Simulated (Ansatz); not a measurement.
Input for Ansatz (a quantum-chemistry and plane-wave program): R-CCSD(T)/aug-cc-pVTZ on H2Se (SMILES [SeH2]) with ghost functions, monomers drawn apart or pushed together. The run froze 14 orbitals, filled d shells among them.

Ansatz 0.2 input:
```yaml
crystal:
  periodic: [false, false, false]
  atoms:
    - {symbol: Se, position_ang: [-0.19572981, -0.73059036, 6.77947496]}
    - {symbol: H, position_ang: [0.82114094, 0.29828375, 6.51774043]}
    - {symbol: H, position_ang: [0.68150143, -1.77688370, 6.23461718]}
basis:
  gaussian:
    orbitals: aug-cc-pVTZ
    ghost_atoms:
      - {symbol: C, position_ang: [0.63947630, 0.12382111, 0.21118088]}
      - {symbol: O, position_ang: [-0.32863329, 0.25683449, -0.34630877]}
magnetization: {spin_polarized: false}
correlation: {method: ccsd_t, electrons: outside_noble_gas}
scf: {lower_state_search: off}
```

The log:

```
WARN ansatz: RAYON_NUM_THREADS=1 ignored (pool sized by the plan → 1); use --threads N
Functional definition: HF
these checks for a lower state are left out or cut short: stability, starts, cluster_reference, orbital_swaps, neighbouring_geometries, increment
integrals: 0.73 GiB planned
1189 factors; integrals over basis functions are off by at most 8.9e-4 eV
mean field: 0.51 GiB planned
mean field evaluation 1: about -65335.3725 eV, gradient 9.4e0 eV
mean field evaluation 2: about -65335.3853 eV, gradient 9.5e0 eV
mean field evaluation 4: about -65335.8591 eV, gradient 1.4e0 eV
mean field evaluation 8: about -65335.8702 eV, gradient 4.6e-5 eV
mean field -65335.87017489 eV, -2401.0489426836 hartree, gradient 3.8e-6 eV, S^2 0.000000; 0 other end points of the search recorded, 0 dependent functions left out
14 core orbitals not correlated
reference -65335.87017489 eV, -2401.0489426836 hartree; 4, 4 occupied and 179, 179 virtual orbitals, 1189 factors
second order -4.69549301 eV of doubles, -0.00000000 eV of singles
coupled cluster: 1.84 GiB planned
cycle   1  -5.14412752 eV  change   -4.5e-1 eV  update   5.0e-2
cycle   2  -5.30238149 eV  change   -1.6e-1 eV  update   1.6e-2
cycle   3  -5.31304937 eV  change   -1.1e-2 eV  update   4.5e-3
cycle   4  -5.31221717 eV  change    8.3e-4 eV  update   1.4e-3
cycle   5  -5.31178039 eV  change    4.4e-4 eV  update   3.7e-4
cycle   6  -5.31174147 eV  change    3.9e-5 eV  update   1.2e-4
cycle   7  -5.31176147 eV  change   -2.0e-5 eV  update   3.5e-5
cycle   8  -5.31176102 eV  change    4.5e-7 eV  update   1.0e-5
cycle   9  -5.31175951 eV  change    1.5e-6 eV  update   3.7e-6
perturbative correction -0.19631561 eV, -0.0072144655 hartree
Total energy: -65341.37825001 eV, -2401.2513607108 hartree
Checks for a lower state left out: stability, starts, cluster_reference, orbital_swaps, neighbouring_geometries, increment
```

The run converged.

Cost: very roughly 19 core-seconds.
